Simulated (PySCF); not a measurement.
Ionisation energy of Al+ by level of theory

Al+ [Ne] 3s2 (1S) → Al(2+) [Ne] 3s1 (2S), as a difference of total energies. Calculation: PySCF 2.14, in ANO-RCC-VTZP (5s4p2d1f, 34 functions); the spin-free X2C one-electron Hamiltonian (Gaussian nucleus). Correlated levels: valence and next inner shell: 1s2 frozen. The calculations carry no spin-orbit coupling.

| method | ionisation energy (eV) |
| --- | --- |
| UHF | 17.553 |
| MP2 (valence and next inner shell) | 18.410 |
| CCSD (valence and next inner shell) | 18.666 |
| CCSDT (valence and next inner shell) | 18.692 |

**Question.** Estimate what CCSD(T) (valence and next inner shell) gives.

**Answer.** 18.692 eV, closest to CCSDT (valence and next inner shell) among the rows shown.

**Question.** Estimate what SCS-MP2 (valence and next inner shell) gives.

**Answer.** 18.520 eV, closest to MP2 (valence and next inner shell) among the rows shown.

Errors of the correlated levels include the incompleteness of this basis and the frozen core.

For comparison: 18.829 eV (measured; NIST Atomic Spectra Database, ionization energies).
